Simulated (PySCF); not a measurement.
Compound: C3H8GeSi.
SMILES with atom numbers: `[CH:1]#[C:2][GeH2:3][CH2:4][SiH3:5]` (hydrogens: H6 on C1; H7, H8 on Ge3; H9, H10 on C4; H11, H12, H13 on Si5)

Method: PySCF, PBE0-D3(BJ)/def2-SVP geometry optimisation, gas phase; density fitting, grid level 1; the optimiser is geomeTRIC in internal coordinates, started from a GFN2-xTB structure with every atom displaced at random (about 0.01 Å).

Step 0: E = -67608.9126 eV
```
atom  x, y, z in Å  |  force x, y, z in eV/Å
C1      2.9136   -0.0906    0.8483   -3.764   2.191  -1.864
C2      1.9334    0.4819    0.3597    1.434  -1.027   0.721
Ge3     0.3938    1.2940   -0.4365    0.828  -0.220  -0.167
C4     -0.8552   -0.0741   -0.9681   -1.260   0.373   1.058
Si5    -1.5509   -1.0977    0.4898    0.092   1.193  -0.714
H6      3.7270   -0.5347    1.2680    2.214  -1.240   1.122
H7     -0.1417    2.2608    0.5772   -0.441   0.363   0.497
H8      0.9226    2.1080   -1.6104    0.025   0.112  -0.330
H9     -1.7179    0.4155   -1.4616    0.160  -0.035   0.015
H10    -0.4150   -0.7424   -1.6776    0.597  -0.653  -0.773
H11    -2.2426   -0.2018    1.4487   -0.114   0.137   0.138
H12    -2.4949   -2.0776   -0.0105   -0.597  -0.619  -0.281
H13    -0.4673   -1.7593    1.1620    0.826  -0.574   0.578
```

Step 1: E = -67609.0966 eV
```
atom  x, y, z in Å  |  force x, y, z in eV/Å
C1      2.9869    0.0336    0.8822    0.417  -0.609   0.135
C2      1.9654    0.3912    0.3280   -0.168   0.360   0.009
Ge3     0.4385    1.2452   -0.4423    0.175   0.063   0.055
C4     -0.9016   -0.0689   -0.9609   -0.074  -0.197   0.042
Si5    -1.5985   -1.0953    0.4647    0.098   0.095  -0.104
H6      3.8727   -0.4048    1.3365   -0.335   0.309  -0.141
H7     -0.1210    2.2094    0.6249   -0.013  -0.059  -0.058
H8      0.9428    2.0570   -1.6513   -0.053  -0.032  -0.005
H9     -1.7350    0.4734   -1.4367   -0.001   0.013  -0.045
H10    -0.4724   -0.7481   -1.7208   -0.014   0.110   0.081
H11    -2.2475   -0.1969    1.4666   -0.021   0.011   0.016
H12    -2.6175   -2.0606   -0.0449   -0.034  -0.033  -0.002
H13    -0.5080   -1.8534    1.1432    0.022  -0.033   0.017
```

**Question.** Estimate the geometry and energy of step 2. (The exact step hangs on the optimiser's Hessian estimate; all steps are aligned on step 1, rigid shifts and turns removed.)

**Answer.** E = -67609.1123 eV, largest force 0.312 eV/Å
```
atom  x, y, z in Å  |  force x, y, z in eV/Å
C1      2.9616    0.0000    0.8803   -0.085  -0.280  -0.106
C2      1.9502    0.3967    0.3304    0.113   0.230   0.125
Ge3     0.4376    1.2606   -0.4442    0.046  -0.009  -0.008
C4     -0.8975   -0.0634   -0.9582   -0.076  -0.052   0.026
Si5    -1.5789   -1.0910    0.4668    0.033   0.020  -0.026
H6      3.8356   -0.4334    1.3373   -0.024   0.103   0.010
H7     -0.1344    2.2205    0.6139   -0.011   0.000  -0.006
H8      0.9305    2.0625   -1.6620   -0.015  -0.010  -0.008
H9     -1.7328    0.4716   -1.4407    0.011  -0.005  -0.015
H10    -0.4585   -0.7352   -1.7138    0.022   0.022   0.000
H11    -2.2370   -0.1972    1.4693   -0.005  -0.004   0.002
H12    -2.5918   -2.0698   -0.0360   -0.007  -0.007   0.008
H13    -0.4798   -1.8401    1.1461   -0.002  -0.008  -0.001
```

The energy changes by -0.0157 eV. The first-order estimate −F·Δx gives -0.0213 eV and the mean of the old and new forces, exact on a quadratic surface, -0.0159 eV. The step makes an angle of 77° with the force vector and moves no atom by more than 0.047 Å.

The cost below is that of the whole optimisation. Hardware: one thread of an Arm Neoverse V2, shared host with 96 logical CPUs at a one-minute load of 66. Cost: 55 s of wall time, 0.52 GiB resident at most.
